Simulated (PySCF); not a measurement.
Isomers of C2H9FSi4 side by side.

PySCF, CAM-B3LYP/def2-SVPD, density fitting, gas phase; each molecule at its own GFN2-xTB geometry, one conformer. Singlet excitations by full TDDFT with frozen cores and triplets by Tamm–Dancoff TDDFT. 

Torsions of the conformers computed, which needn't be the lowest (atom-mapped SMILES):
- `[CH2:1]=[CH:2][Si:3]1([F:4])[SiH2:5][SiH2:6][SiH2:7]1`: C1–C2–Si3–F4 0°
- `[CH:1]#[C:2][SiH2:3][Si:4]([F:5])([SiH3:6])[SiH3:7]`: C2–Si3–Si4–F5 180°
- `[CH:1]#[C:2][SiH2:3][Si@H:4]([F:5])[SiH2:6][SiH3:7]`: C2–Si3–Si4–F5 157°, Si3–Si4–Si6–Si7 -95°
- `[CH:1]#[C:2][Si@@H:3]([F:4])[SiH2:5][SiH2:6][SiH3:7]`: C2–Si3–Si5–Si6 -52°, Si3–Si5–Si6–Si7 -53°

Reference: `C=C[Si]1(F)[SiH2][SiH2][SiH2]1`, with HOMO energy -8.39 eV, LUMO energy -0.81 eV, lowest singlet excitation 4.16 eV, lowest triplet excitation 3.82 eV, mean polarisability 141.5 au and dipole moment 1.53 D.

Changes against it:

| molecule | Δ electronic energy (kcal/mol) | Δ HOMO energy (eV) | Δ LUMO energy (eV) | Δ lowest singlet excitation (eV) | Δ lowest triplet excitation (eV) | Δ mean polarisability (au) | Δ dipole moment (D) |
| --- | --- | --- | --- | --- | --- | --- | --- |
| C#C[SiH2][Si@H](F)[SiH2][SiH3] | +28.4 | -0.79 | +0.46 | +1.41 | +1.11 | -6.9 | +0.23 |
| F[Si@@H]1C([SiH3])=C[Si@H]1[SiH3] | +7.6 | -0.35 | +0.65 | +0.69 | +0.34 | -6.7 | +0.35 |
| C#C[Si@@H](F)[SiH2][SiH2][SiH3] | +24.4 | -1.01 | +0.65 | +1.47 | +1.11 | -6.5 | +0.28 |

Rows whose labels were lost:

```
row  Δ electronic energy (kcal/mol)  Δ HOMO energy (eV)  Δ LUMO energy (eV)  Δ lowest singlet excitation (eV)  Δ lowest triplet excitation (eV)  Δ mean polarisability (au)  Δ dipole moment (D)
  P                            +7.9               -0.35               +0.59                             +0.64                             +0.33                        -6.1                +0.33
  Q                           +27.7               -0.71               +0.41                             +1.34                             +1.02                        -4.8                +0.03
```

Question: Which row belongs to which of `F[Si@@H]1C([SiH3])=C[Si@@H]1[SiH3]` and `C#C[SiH2][Si](F)([SiH3])[SiH3]`?

Answer: P = `F[Si@@H]1C([SiH3])=C[Si@@H]1[SiH3]` and Q = `C#C[SiH2][Si](F)([SiH3])[SiH3]`. P and Q are told apart most clearly by the electronic energy (+7.9 against +27.7 kcal/mol); P comes close to the labelled row of `F[Si@@H]1C([SiH3])=C[Si@H]1[SiH3]` in every column.

Question: Which row has the smallest HOMO–LUMO gap and which the largest, and does the HOMO or the LUMO shift more there?

Answer: Smallest, counted from the reference: P, +0.94 eV (HOMO -0.35, LUMO +0.59), the larger shift being that of the LUMO. Largest: `C#C[Si@@H](F)[SiH2][SiH2][SiH3]`, +1.66 eV (HOMO -1.01, LUMO +0.65), the larger shift being that of the HOMO. The gap of the reference itself lies below all of them.
